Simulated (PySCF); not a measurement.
From one molecule to another.

First species: C₇H₁₀O.
SMILES: `OC[C@@]12C=CC[C@@H]1C2`

Second species: C4H8SSi2.
SMILES: `[SiH2]1C=CC=C1S[SiH3]`

Levels: CAM-B3LYP/def2-SVPD for HOMO energy, LUMO energy, HOMO–LUMO gap and static isotropic polarisability; TDDFT CAM-B3LYP/def2-SVPD for lowest singlet excitation; TDA CAM-B3LYP/def2-SVPD for lowest triplet excitation (Tamm–Dancoff). Geometries: GFN2-xTB. Each structure is a single optimised conformer of the isolated species, non-relativistic unless stated; the electronic structure was computed with PySCF and density fitting.

Dipoles, sizes and rotational constants follow the conformer. The torsions of the flexible species, by atom-mapped SMILES:
- `[SiH3:1][S:2][C:3]1=[CH:4][CH:5]=[CH:6][SiH2:7]1`: Si1–S2–C3–C4 0°

The conformers of `OC[C@@]12C=CC[C@@H]1C2` aren't listed.

| property | column X | column Y |
| --- | --- | --- |
| HOMO energy | -7.19 eV | -8.10 eV |
| LUMO energy | -0.49 eV | 1.25 eV |
| HOMO–LUMO gap | 6.70 eV | 9.35 eV |
| lowest singlet excitation | 3.80 eV | 6.48 eV |
| lowest triplet excitation (Tamm–Dancoff) | 2.31 eV | 4.18 eV |
| static isotropic polarisability | 120.7 au | 79.8 au |

Which column belongs to which species?

Column X is the second species and column Y the first. The first has 18 atoms and 60 electrons, the second 15 and 76.

How does each property change from the first species to the second?

HOMO energy +0.91 eV; LUMO energy -1.74 eV; HOMO–LUMO gap -2.65 eV; lowest singlet excitation -2.68 eV; lowest triplet excitation (Tamm–Dancoff) -1.87 eV; static isotropic polarisability +40.9 au.

On the first: The polarisability is 11.83 Å³ as a volume (1 au = 0.148185 Å³), or 1.33 au for each of the 60 electrons. The vertical singlet–triplet gap S1 − T1 is 2.30 eV (TDDFT singlet less Tamm–Dancoff triplet; S1: HOMO→LUMO+1, weight 0.84; T1: HOMO→LUMO+1, weight 0.70).

On the second: In wavenumbers S1 is 30600 cm⁻¹ (1 eV = 8065.54 cm⁻¹). S1 lies 2.90 eV below the HOMO–LUMO gap; its leading configuration is HOMO→LUMO, weight 0.97.
